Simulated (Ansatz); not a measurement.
ZrCu4⁺, relaxed as a doublet with UKS PBE-D4/def2-SVP in Ansatz, starting from the GFN1-xTB geometry. Force threshold 0.02 eV/Å.

In the def2 sets Zr takes a core potential; there is no spin–orbit coupling. The structure comes from a short search, and lower isomers may exist.

Start:

```xyz
5

Zr    0.4948    0.7632    0.3900
Cu    0.2662    0.4148   -2.1306
Cu    1.6754   -1.4895    0.4851
Cu   -0.6386   -1.0633    1.7775
Cu   -1.7977    1.3748   -0.5220
```

```tsv
step	energy (eV)	largest force component (eV/Å)	SCF passes
1	-179785.1070	0.549	63
2	-179785.5962	0.504	41
3	-179785.9730	0.440	45
4	-179786.2367	0.160	51
5	-179786.2739	0.134	53
6	-179786.3460	0.299	48
7	-179786.3683	0.251	102
8	-179786.3765	0.136	53
9	-179786.3796	0.074	44
10	-179786.3811	0.006	40
```

Force components are those of the run's own axes.

End:

Cartesian coordinates in Å:
```
Zr 0.770 1.157 0.613
Cu 0.106 -0.139 -1.470
Cu 1.514 -1.251 0.176
Cu -0.760 -0.843 0.950
Cu -1.630 1.076 -0.269
```

Bonds formed: Cu2–Cu3, Cu2–Cu4, Cu4–Cu5 (atoms count from 1). The end is the same structure that another start reached, the lowest one found.

No frequencies were taken in this run, so the end may be a saddle point.

Hardware: 4 threads of Arm Neoverse V1 on a shared host. Wall time 68 s.
